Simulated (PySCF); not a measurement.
Ligands exchanged one at a time, In F-H. Gas-phase values, no solvent. Strings in code marks are SMILES.

The numbers are results of CAM-B3LYP-D3(BJ)/def2-TZVP (PySCF 2.14.0), not measurements. Excitations are Tamm–Dancoff values on a coarser integration grid. The basis has no diffuse functions, so Rydberg states are missing or too high.

```tsv
species	HOMO (eV)	S1–T1 gap (TDA) (eV)	S1 excitation (TDA) (eV)	S1 oscillator strength
0 of 3 F replaced by H (`[In]([F])([F])[F]`)	-12.72	0.75	6.40	0.000
1 of 3 F replaced by H	-11.45	1.09	6.91	0.036
2 of 3 F replaced by H (`[F][InH2]`)	-10.16	0.38	5.52	0.000
3 of 3 F replaced by H (`[InH3]`)	-9.55	–	–	–
```
